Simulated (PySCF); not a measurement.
Bi2: frontier orbitals

M06-L at R = 2.674 Å; basis Bi cc-pVDZ-PP with ECP60; scalar-relativistic core potentials; PySCF 2.14. State: ¹Σg⁺ (singlet), closed shell. Only the outer orbitals are listed.

```
orbital  occ.  ε (eV)  main shells (%)
     σg     2  -15.68             96 s
     σu     2  -13.05             95 s
     σg     2   -5.78             96 p
     πu     2   -5.30             99 p
     πu     2   -5.30             99 p
     πg     0   -3.17             99 p
     πg     0   -3.17             99 p
     σu     0   -0.48            101 p
```

Which are the highest filled and the lowest empty level, where do they sit, and how wide is the gap?

Highest filled πu at -5.30 eV (in %: 99 p); lowest empty πg at -3.17 eV (in %: 99 p); the gap at M06-L is 2.13 eV.

```
bond order (Mayer) : 2.99
⟨S²⟩               : 0.000
```

Shares are Mulliken populations and can fall outside 0 to 100 %.

Closed-shell solutions of metal pairs were not tested for spin polarisation, which can lower them a little. Spin–orbit coupling is left out, which matters for elements this heavy, above all for dissociation energies.
